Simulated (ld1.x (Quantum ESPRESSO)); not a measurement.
Ranking TM potentials for Si (Z = 14)

All share these settings but for the change named:

* Element: Si (Z = 14)
* Generator: ld1.x (Quantum ESPRESSO) 7.5
* Type: norm-conserving Troullier–Martins (Kleinman–Bylander form)
* Functional: PBEsol
* Relativity: non-relativistic
* Frozen core: [Ne]
* Valence charge: 4
* Reference configuration: 3s2 3p2
* Partial waves: 3s (bound): rc 1.55 bohr; 3p (bound): rc 2.15 bohr
* Local potential: all-electron potential smoothed inside 1.25 bohr (lloc = -1)
* Core correction: a·sin(br)/r model core, default radius (core density twice the valence density)

Cutoff: the first of the cutoffs (Ry, on a coarse ladder) from which the occupation-weighted sum of valence levels, in a spherical-Bessel basis at the reference potential, stays within 10 and 1 mRy of its value at 400 Ry; the density cutoff is not measured.

The base gives 15 Ry.

Of 8 variants that were run, those that failed, showed a ghost or another fault, or gave nearly equal values are left out.

A variant can come out equal or close to the base.

Task: Rank these variants from softest to hardest (loose cutoff).
A. all radii but the core radius scaled by about 1.36 (s 2.12, p 2.92 bohr); local potential all-electron potential smoothed inside 1.70 bohr (lloc = -1)
B. all radii but the core radius scaled by about 1.05 (s 1.62, p 2.26 bohr); local potential all-electron potential smoothed inside 1.32 bohr (lloc = -1)
C. all radii but the core radius scaled by about 0.84 (s 1.30, p 1.82 bohr); local potential all-electron potential smoothed inside 1.06 bohr (lloc = -1)

Result: A (12 Ry), B (15 Ry), C (40 Ry).
